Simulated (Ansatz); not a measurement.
Input (CCSDTQ/def2-SVP; Ansatz, a quantum-chemistry and plane-wave program):

Ansatz 0.2 input:
```yaml
crystal:
  periodic: [false, false, false]
  atoms:
    - {symbol: Ge, position_ang: [-0.00000000, -0.00000000, -1.62366072]}
    - {symbol: Te, position_ang: [0.00000000, 0.00000000, 0.99917583]}
basis:
  gaussian:
    orbitals: def2-SVP
magnetization: {spin_polarized: true, initial_magnetization: 2}
correlation: {method: ccsdtq, electrons: outside_noble_gas}
```

Output:

```
mean field evaluation 128: about -63731.5827 eV, gradient 1.0e0 eV
mean field evaluation 160: about -63731.3574 eV, gradient 5.1e-3 eV
mean field evaluation 192: about -63730.7813 eV, gradient 5.9e0 eV
mean field evaluation 224: about -63731.6360 eV, gradient 5.6e-3 eV
mean field evaluation 256: about -63731.3574 eV, gradient 9.7e-4 eV
mean field evaluation 288: about -63730.5382 eV, gradient 5.5e-1 eV
mean field evaluation 320: about -63727.8835 eV, gradient 7.2e0 eV
mean field evaluation 352: about -63730.5395 eV, gradient 1.6e-2 eV
mean field evaluation 384: about -63730.5400 eV, gradient 2.5e-2 eV
mean field evaluation 416: about -63729.3179 eV, gradient 6.7e-1 eV
mean field evaluation 448: about -63729.3272 eV, gradient 5.8e-1 eV
mean field evaluation 480: about -63727.7018 eV, gradient 7.6e0 eV
mean field evaluation 512: about -63730.5395 eV, gradient 1.4e-2 eV
mean field evaluation 544: about -63730.5400 eV, gradient 2.3e-2 eV
mean field evaluation 576: about -63728.3735 eV, gradient 2.7e-2 eV
mean field evaluation 608: about -63727.7901 eV, gradient 8.6e-3 eV
mean field evaluation 640: about -63727.2116 eV, gradient 1.1e1 eV
mean field evaluation 672: about -63727.7810 eV, gradient 7.3e0 eV
mean field evaluation 704: about -63726.4411 eV, gradient 1.4e1 eV
mean field evaluation 736: about -63731.3574 eV, gradient 3.7e-6 eV
mean field -63731.63596744 eV, -2342.0944229489 hartree, gradient 1.6e-6 eV, S^2 2.021829; 20 other end points of the search recorded, 0 dependent functions left out
determinant -63731.63596744 eV, -2342.0944229489 hartree, with singles and doubles -63735.90181813 eV, -2342.2511900702 hartree
determinant -63731.35743999 eV, -2342.0841872539 hartree, with singles and doubles -63735.61293987 eV, -2342.2405739903 hartree
determinant -63730.55707436 eV, -2342.0547743597 hartree, with singles and doubles -63735.07682293 eV, -2342.2208720559 hartree
determinant -63729.33321326 eV, -2342.0097982939 hartree, with singles and doubles -63733.30376714 eV, -2342.1557134577 hartree
determinant -63729.19682493 eV, -2342.0047861152 hartree, with singles and doubles -63733.12110534 eV, -2342.1490007601 hartree
determinant -63728.68738896 eV, -2341.9860646884 hartree, with singles and doubles -63733.00391421 eV, -2342.1446940654 hartree
determinant -63728.37373561 eV, -2341.9745381406 hartree, with singles and doubles -63732.91824959 eV, -2342.1415459488 hartree
determinant -63731.63596744 eV, -2342.0944229489 hartree, with singles and doubles -63735.90385447 eV, -2342.2512649045 hartree
determinant -63731.35743999 eV, -2342.0841872539 hartree, with singles and doubles -63735.61342424 eV, -2342.2405917902 hartree
23 core orbitals not correlated
reference -63731.63596744 eV, -2342.0944229489 hartree; 6, 4 occupied and 29, 31 virtual orbitals, 1071 factors
second order -3.52073498 eV of doubles, -0.00000000 eV of singles
coupled cluster: 1.75 GiB planned
cycle   1  -4.00524205 eV  change   -4.8e-1 eV  update   9.4e-2
cycle   2  -4.26740384 eV  change   -2.6e-1 eV  update   4.8e-2
cycle   3  -4.45047754 eV  change   -1.8e-1 eV  update   3.6e-2
cycle   4  -4.45187138 eV  change   -1.4e-3 eV  update   1.8e-2
cycle   5  -4.46677454 eV  change   -1.5e-2 eV  update   1.5e-2
cycle   6  -4.48224190 eV  change   -1.5e-2 eV  update   1.2e-2
cycle   7  -4.48074014 eV  change    1.5e-3 eV  update   1.1e-2
cycle   8  -4.48846110 eV  change   -7.7e-3 eV  update   1.1e-2
cycle   9  -4.50012975 eV  change   -1.2e-2 eV  update   1.1e-2
cycle  10  -4.51630340 eV  change   -1.6e-2 eV  update   1.0e-2
cycle  11  -4.56500046 eV  change   -4.9e-2 eV  update   9.9e-3
cycle  12  -4.61434899 eV  change   -4.9e-2 eV  update   8.1e-3
cycle  13  -4.63166074 eV  change   -1.7e-2 eV  update   6.6e-3
cycle  14  -4.64838654 eV  change   -1.7e-2 eV  update   3.3e-3
cycle  15  -4.64044893 eV  change    7.9e-3 eV  update   1.5e-3
cycle  16  -4.64646468 eV  change   -6.0e-3 eV  update   9.6e-4
cycle  17  -4.64421974 eV  change    2.2e-3 eV  update   6.0e-4
cycle  18  -4.64346824 eV  change    7.5e-4 eV  update   3.2e-4
cycle  19  -4.64458461 eV  change   -1.1e-3 eV  update   2.1e-4
cycle  20  -4.64376055 eV  change    8.2e-4 eV  update   1.5e-4
cycle  21  -4.64433214 eV  change   -5.7e-4 eV  update   1.1e-4
cycle  22  -4.64433964 eV  change   -7.5e-6 eV  update   5.4e-5
cycle  23  -4.64434853 eV  change   -8.9e-6 eV  update   3.8e-5
cycle  24  -4.64435362 eV  change   -5.1e-6 eV  update   2.4e-5
cycle  25  -4.64435138 eV  change    2.2e-6 eV  update   1.6e-5
cycle  26  -4.64435755 eV  change   -6.2e-6 eV  update   8.6e-6
cycle  27  -4.64436238 eV  change   -4.8e-6 eV  update   5.2e-6
cycle  28  -4.64435894 eV  change    3.4e-6 eV  update   3.8e-6
cycle  29  -4.64436114 eV  change   -2.2e-6 eV  update   2.7e-6
cycle  30  -4.64436015 eV  change    9.8e-7 eV  update   1.5e-6
cycle  31  -4.64436020 eV  change   -4.4e-8 eV  update   8.3e-7
cycle  32  -4.64435993 eV  change    2.7e-7 eV  update   6.1e-7
cycle  33  -4.64435973 eV  change    1.9e-7 eV  update   4.1e-7
coupled cluster: 1.75 GiB planned
WARN: these amplitudes may be one of several solutions (largest doubles amplitude 0.92, level shift 0.00 eV)
Total energy: -63736.28032717 eV, -2342.2651000211 hartree
```

This triplet is an excited state, 2.1 eV above the singlet at CCSD(T)/def2-QZVPP (Ansatz).

The run carries these doubts: other roots.
